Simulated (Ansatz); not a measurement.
C$_{4}$H$_{5}$Si (SMILES [C]1=CC=C[SiH2]1), doublet, geometry from GFN2-xTB; B3LYP/def2-SVP run with Ansatz (an electronic-structure program).

Input for Ansatz:
Ansatz 0.2 input:
```yaml
crystal:
  periodic: [false, false, false]
  atoms:
    - {symbol: C, position_ang: [0.44591387, -1.25163106, -0.25016052]}
    - {symbol: C, position_ang: [-0.85427276, -1.18702227, -0.47642741]}
    - {symbol: C, position_ang: [-1.45041082, 0.13547882, -0.23550690]}
    - {symbol: C, position_ang: [-0.61209766, 1.09308108, 0.17677132]}
    - {symbol: Si, position_ang: [1.14625334, 0.39568132, 0.32014655]}
    - {symbol: H, position_ang: [-1.48154538, -1.99980383, -0.81057598]}
    - {symbol: H, position_ang: [-2.51176486, 0.27248353, -0.39774692]}
    - {symbol: H, position_ang: [-0.94808515, 2.09659071, 0.38137223]}
    - {symbol: H, position_ang: [2.07767975, 0.98642045, -0.63647063]}
    - {symbol: H, position_ang: [1.64137302, 0.36533126, 1.69331065]}
basis:
  gaussian:
    orbitals: def2-SVP
    point_charges:
      - {charge: 0.5, position_ang: [4.8732, -1.4420, -1.5757]}
hamiltonian:
  xc: b3lyp
magnetization: {spin_polarized: true, initial_magnetization: 1}
```

**Question.** What does Ansatz print? Leave out banner, timings and long lists.

**Answer.** 
```
Functional definition: B3LYP
1004 factors; integrals over basis functions are off by at most 1.5e-3 eV
mean field evaluation 1: about -12091.7191 eV, gradient 3.4e1 eV
mean field evaluation 2: about -12087.8988 eV, gradient 4.3e1 eV
mean field evaluation 4: about -12098.2546 eV, gradient 4.3e0 eV
mean field evaluation 8: about -12098.4866 eV, gradient 2.3e-1 eV
mean field evaluation 16: about -12098.4885 eV, gradient 4.5e-3 eV
mean field -12098.48845824 eV, -444.6112501901 hartree, gradient 8.5e-5 eV, S^2 0.767820; 0 other end points of the search recorded, 0 dependent functions left out
reference -12098.48869635 eV, -444.6112589406 hartree; 22, 21 occupied and 77, 78 virtual orbitals, 1004 factors
Total energy: -12098.48869635 eV, -444.6112589406 hartree
```
